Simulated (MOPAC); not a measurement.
Input for MOPAC: AM1 on H2Se2 (SMILES [SeH][SeH]), a point of a torsion scan.

```
AM1 1SCF PRECISE CHARGE=0 THREADS=1
H2Se2

Se    -1.10696163 1     0.58713587 1     0.38559648 1
Se     1.10285738 1     0.58934503 1    -0.39455488 1
H     -1.51328537 1    -0.58833733 1    -0.35520943 1
H      0.95609979 1    -0.58587123 1    -1.22699956 1
```

Program output:

```
*******************************************************************************
 **                                                                           **
 **                              MOPAC v23.2.5                                **
 **                                                                           **
 *******************************************************************************
 ** MOPAC's Digital Object Identifier: https://doi.org/10.5281/zenodo.6511958 **
 **                                                                           **
 ** Please cite the open-source release paper for use of this MOPAC version:  **
 ** J. E. Moussa and J. J. P. Stewart (2026)                                  **
 ** MOPAC: An open-source semiempirical molecular orbital program             **
 ** J. Open Source Softw., 11(119), 8025, https://doi.org/10.21105/joss.08025 **
 *******************************************************************************

                              AM1 CALCULATION RESULTS

 *******************************************************************************
 *  AM1        - The AM1 Hamiltonian to be used
 *
 *
 *
 *                 CHARGE ON SYSTEM = 0
 *
 *
 *
 *  PRECISE    - TIGHTER CRITERIA TO BE USED
 *  1SCF       - DO 1 SCF AND THEN STOP
 *  THREADS=1  - MULTI-THREADING NOT USED
 *  T=         - A TIME OF 172800.0 SECONDS REQUESTED
 *  DUMP=N     - RESTART FILE WRITTEN EVERY 7200.0 SECONDS REQUESTED
 *******************************************************************************
AM1 1SCF PRECISE CHARGE=0 THREADS=1
 H2Se2

   ATOM   CHEMICAL          X               Y               Z
  NUMBER   SYMBOL      (ANGSTROMS)     (ANGSTROMS)     (ANGSTROMS)

     1      Se         -1.10696163  *   0.58713587  *   0.38559648  *
     2      Se          1.10285738  *   0.58934503  *  -0.39455488  *
     3       H         -1.51328537  *  -0.58833733  *  -0.35520943  *
     4       H          0.95609979  *  -0.58587123  *  -1.22699956  *



          CARTESIAN COORDINATES

    NO.       ATOM           X           Y           Z

     1        Se         -1.1070      0.5871      0.3856
     2        Se          1.1029      0.5893     -0.3946
     3         H         -1.5133     -0.5883     -0.3552
     4         H          0.9561     -0.5859     -1.2270

  H: (AM1): M.J.S. DEWAR ET AL, J. AM. CHEM. SOC. 107 3902-3909 (1985)
 Se: (AM1): J. J. P. STEWART, J. MOL. MOD., 10, 155-164 (2004)

           Empirical Formula: H2 Se2  =     4 atoms



      MOLECULAR POINT GROUP   :   C2v


      RHF CALCULATION, NO. OF DOUBLY OCCUPIED LEVELS = 7


 -------------------------------------------------------------------------------
 AM1 1SCF PRECISE CHARGE=0 THREADS=1
 H2Se2



     1SCF WAS SPECIFIED, SO BFGS WAS NOT USED
     SCF FIELD WAS ACHIEVED


                              AM1 CALCULATION
                                                       MOPAC v23.2.5 Linux




          FINAL HEAT OF FORMATION =         30.66651 KCAL/MOL =     128.30870 KJ/MOL


          COSMO AREA              =         96.70 SQUARE ANGSTROMS
          COSMO VOLUME            =         82.73 CUBIC ANGSTROMS

          IONIZATION POTENTIAL    =          7.492482 EV
          HOMO LUMO ENERGIES (EV) =         -7.492 -2.282
          NO. OF FILLED LEVELS    =          7
          MOLECULAR WEIGHT        =        159.9358         POINT GROUP:  C2v

          MOLECULAR DIMENSIONS (Angstroms)

            Atom       Atom       Distance
            H     3   Se     2     2.86927
            H     4   Se     1     2.49226
           Se     2   Se     1     0.00000


          SCF CALCULATIONS        =          1





   ATOM   CHEMICAL          X               Y               Z
  NUMBER   SYMBOL      (ANGSTROMS)     (ANGSTROMS)     (ANGSTROMS)

     1      Se         -1.10696163  *   0.58713587  *   0.38559648  *
     2      Se          1.10285738  *   0.58934503  *  -0.39455488  *
     3       H         -1.51328537  *  -0.58833733  *  -0.35520943  *
     4       H          0.95609979  *  -0.58587123  *  -1.22699956  *

                             CARTESIAN COORDINATES

   1   Se       -1.106961630     0.587135870     0.385596480
   2   Se        1.102857380     0.589345030    -0.394554880
   3    H       -1.513285370    -0.588337330    -0.355209430
   4    H        0.956099790    -0.585871230    -1.226999560


           Empirical Formula: H2 Se2  =     4 atoms



      MOLECULAR POINT GROUP   :   C2v


                  EIGENVALUES
 -21.02363 -19.26661 -13.47692 -11.82059 -10.87046  -9.00084  -7.49248  -2.28226
  -0.15625   0.45196


              NET ATOMIC CHARGES AND DIPOLE CONTRIBUTIONS

  ATOM NO.   TYPE          CHARGE      No. of ELECS.   s-Pop       p-Pop
    1         Se           0.027543        5.9725     1.97387     3.99858
    2         Se           0.027543        5.9725     1.97387     3.99858
    3          H          -0.027544        1.0275     1.02754
    4          H          -0.027543        1.0275     1.02754
 DIPOLE           X         Y         Z       TOTAL
 POINT-CHG.     0.073     0.311     0.208     0.381
 HYBRID        -0.292    -1.240    -0.830     1.520
 SUM           -0.219    -0.929    -0.622     1.139


          ATOMIC ORBITAL ELECTRON POPULATIONS

     Atom    s        px        py        pz
    1 Se   1.97387   1.08622   1.32845   1.58391
    2 Se   1.97387   1.07556   1.32841   1.59461
    3  H   1.02754
    4  H   1.02754

 **********************
 *                    *
 * JOB ENDED NORMALLY *
 *                    *
 **********************




 == MOPAC DONE ==
```

The run finished.

Cost: around 0.020 core-seconds (rough).
